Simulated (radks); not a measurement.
The numbers below are computed, except where a source is named.
The helium ion He+, 1 electrons, occupied as 1s0.75 2p0.25 (fractional occupations, a model configuration). Level of theory: non-relativistic Kohn-Sham, BLYP, spin-unpolarised, spherical densities, point nucleus; without spin polarisation the odd electron is poorly described (a radial shooting solver on a logarithmic mesh with Libxc functionals).

Unscreened Slater integrals over Kohn-Sham orbitals (hartree).

\begin{tabular}{lr}
integral & value \\ \hline
F0(2p,2p) & 0.28838 \\
F2(2p,2p) & 0.13715 \\
F0(2p,1s) & 0.39456 \\
G1(2p,1s) & 0.060153 \\
F0(1s,1s) & 1.2388 \\
\end{tabular}

Derived for the open shells (J is the average intra-shell exchange parameter used in DFT+U). 2p: J = F2/5 = 0.02743 hartree.
